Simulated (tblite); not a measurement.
Compound: CH₂F₃O₂SSi (doublet state).
Atom-mapped SMILES: `[O:1]=[S:2](=[O:3])([SiH2:4])[C:5]([F:6])([F:7])[F:8]` (hydrogens: H9, H10 on Si4)

Cartesian coordinates in Å at the GFN2-xTB level; atoms count from 1:
```xyz
10
CH2F3O2SSi angstrom
O      0.392   -1.805    1.008
S     -0.127   -0.523    0.622
O     -0.823    0.271    1.605
Si    -1.540   -0.501   -1.104
C      1.377    0.498    0.083
F      2.399    0.503    0.914
F      0.983    1.750   -0.155
F      1.754   -0.028   -1.091
H     -2.758   -1.097   -0.558
H     -1.649    0.937   -1.346
```

Computed values, GFN2-xTB/tblite, gas phase, harmonic and unscaled. The method is semi-empirical: single wavenumbers can be off by several per cent or more. Modes of hydrogen on silicon can be 10 to 20 % off. One conformer, not necessarily the lowest. Open shells enter through the occupations alone, without spin polarisation, and single modes of such species can be off by tens of per cent. The optimisation stopped once no atom felt more than 0.01 eV/Å.

Lowest wavenumbers of the output (negative numbers stand for imaginary wavenumbers):
```
mode    cm-1
  1     -40.5
  2       8.6
  3      53.9
  4     114.3
  5     128.1
  6     154.0
  7     271.3
  8     297.1
  9     311.0
 10     441.2
```

Is this structure a minimum?

Not by this Hessian. 1 mode is imaginary beyond 20i (40i cm⁻¹), so at this level the point lies at or near a first-order saddle. The curvature is small, so loose convergence or finite differences may be the whole cause.

Which atoms move in the imaginary mode?

40i: H9 (hydrogen on silicon) 38 %, H10 (hydrogen on silicon) 37 %. These are shares of the mass-weighted motion.

What is the remedy?

Step along that mode in both directions, optimise again with tighter thresholds and repeat the frequencies. The zero-point energy of this point (22.8 kcal/mol) counts the 23 real modes alone, and thermal corrections from it aren't those of a minimum.
